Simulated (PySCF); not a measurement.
CCl3, charge -1.

```xyz
4

C      0.0000     0.0000    -0.7438
Cl     1.5003    -0.8662     0.0875
Cl     0.0000     1.7324     0.0875
Cl    -1.5003    -0.8662     0.0875
```
Charge -1, spin multiplicity 1.

Coordinates come from a r2SCAN-D4/def2-SVPD optimisation.

Level of theory: PBE/pcSseg-2 (PySCF). Non-relativistic, no solvent.

Task: Give the absolute GIAO shielding of each atom: isotropic value and principal components (ppm). (Estimate from the structure and the level; the computed values follow.)

Result: 
| atom | σ(iso) | σ11 | σ22 | σ33 | span |
|---|---|---|---|---|---|
| C1 | -60.6 | -87.6 | -87.6 | -6.8 | 80.8 |
| Cl2 | 454.9 | 133.1 | 320.9 | 910.6 | 777.5 |
| Cl3 | 454.9 | 133.1 | 320.9 | 910.6 | 777.5 |
| Cl4 | 454.9 | 133.1 | 320.9 | 910.6 | 777.5 |
